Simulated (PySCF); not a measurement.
# Electronic structure of C⁺ (carbon, charge +1) at the PBE level

Configuration: [He] 2s2 3d1, 2D determinant (an excited configuration). All numbers are calculated (PySCF 2.14, the non-relativistic Hamiltonian (point nucleus), in aug-cc-pwCVTZ (7s6p4d2f, 59 functions)).

```json
{"Total energy": "-36.7073 hartree", "One-electron energy": "-45.5012 hartree", "Hartree (Coulomb) energy": "13.3273 hartree", "Exchange-correlation energy": "-4.5334 hartree", "Kinetic energy": "36.72375 hartree", "⟨S²⟩": "0.7501", "⟨L²⟩": "6.000", "Sum of ⟨r⟩": "7.033 bohr", "Sum of ⟨r²⟩": "20.09 bohr²", "Traceless quadrupole moment −½Σ⟨3z² − r²⟩ along its main axis": "4.39 e·bohr²", "Density at the nucleus (Gaussians lack the cusp)": "125 bohr⁻³", "Spin density at the nucleus": "-0.0427 bohr⁻³", "Langevin diamagnetic susceptibility": "-15.9 ×10⁻⁶ cm³/mol"}
```

| shell | electrons | mean orbital energy (eV) | rms radius, mean of both spins (bohr) |
| --- | --- | --- | --- |
| 1s β | 1 | -300.52 | 0.314 |
| 1s α | 1 | -300.51 | 0.314 |
| 2s α | 1 | -32.641 | 1.50 |
| 2s β | 1 | -32.454 | 1.50 |
| 3d α | 1 | -4.358 | 3.93 |

The outer electron is Rydberg-like, and this basis confines it to a smaller radius and binds it less than a complete one would.
